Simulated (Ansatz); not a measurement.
`C=[C]([AlH2])[SnH3]` and `C=[C]([AlH2])[SiH2]S` differ in one atom or group.

Ansatz, PBE0-D4/def2-TZVP geometries, multiplicity 1. Each molecule was computed in one conformer, which needn't be the lowest. `C=[C]([AlH2])[SiH2]S` holds a close contact that its SMILES doesn't draw: S···Al 2.57 Å.

Elements past krypton have def2 core potentials.

```tsv
property	`C=[C]([AlH2])[SnH3]`
LUMO energy (B3LYP/def2-TZVPP) / eV	-2.03
HOMO energy (PBE/def2-TZVPP) / eV	-6.25
HOMO energy (ωB97M-V/def2-TZVPP) / eV	-9.46
HOMO energy (B3LYP/def2-TZVPP) / eV	-7.18
HOMO–LUMO gap (PBE0/def2-TZVPP) / eV	5.54
size of the dipole moment (B3LYP/def2-TZVPP) / D	0.82
```

Question: What does the change do to each property? (Estimate.)

Answer: Ansatz gave: 
| property | `C=[C]([AlH2])[SiH2]S` | shift |
| --- | --- | --- |
| LUMO energy (B3LYP/def2-TZVPP) / eV | -1.34 | 0.69 |
| HOMO energy (PBE/def2-TZVPP) / eV | -6.06 | 0.19 |
| HOMO energy (ωB97M-V/def2-TZVPP) / eV | -9.38 | 0.08 |
| HOMO energy (B3LYP/def2-TZVPP) / eV | -7.05 | 0.13 |
| HOMO–LUMO gap (PBE0/def2-TZVPP) / eV | 6.06 | 0.52 |
| size of the dipole moment (B3LYP/def2-TZVPP) / D | 2.69 | 1.87 |

With PBE0 the HOMO rises by 0.12 eV and the LUMO rises by 0.64 eV, so the gap widens by about 0.52 eV. PBE moves the HOMO by 0.19 eV and ωB97M-V by 0.08 eV. Dipoles are sizes alone; their direction can turn.

B3LYP here is the variant with VWN-RPA as its local correlation; programs differ in this.
